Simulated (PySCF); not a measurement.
17O shieldings along a series

GIAO PBE0/pcSseg-1 on GFN2-xTB geometries (PySCF 2.14.0 with density-fitted response routines, gas phase, non-relativistic):

```csv
SMILES,IAO charge (e) of O,σ(O) (ppm)
C/N=C\C(=O)CC[SiH2]C,-0.388,-379.4
C=NC(=O)CC[SiH2]C,-0.438,-126.8
C[SiH2]CCC=O,-0.384,-357.6
C[SiH2]CCC(C)=O,-0.410,-341.8
C[SiH2]CCC(=O)C(F)F,-0.377,-334.6
```

**Question.** Fit σ(O) as a line in the IAO charge of O. How well does it hold?

**Answer.** σ = -1731.9 − 3564.9 x, with x in e; correlation -0.86, rms deviation 46.6 ppm, largest 71.5 ppm at `C[SiH2]CCC(C)=O`. A charge says how many electrons sit at the atom, not how easily they circulate, so such a line holds only within like compounds.

**Question.** A further member, `C[SiH2]CCC(=O)C[SiH3]`, has x = -0.395. What does the line predict, and what does the calculation give?

**Answer.** The line gives -323.8 ppm; the calculation -304.8 ppm, a difference of 19.0 ppm, within the usual scatter of the fit.
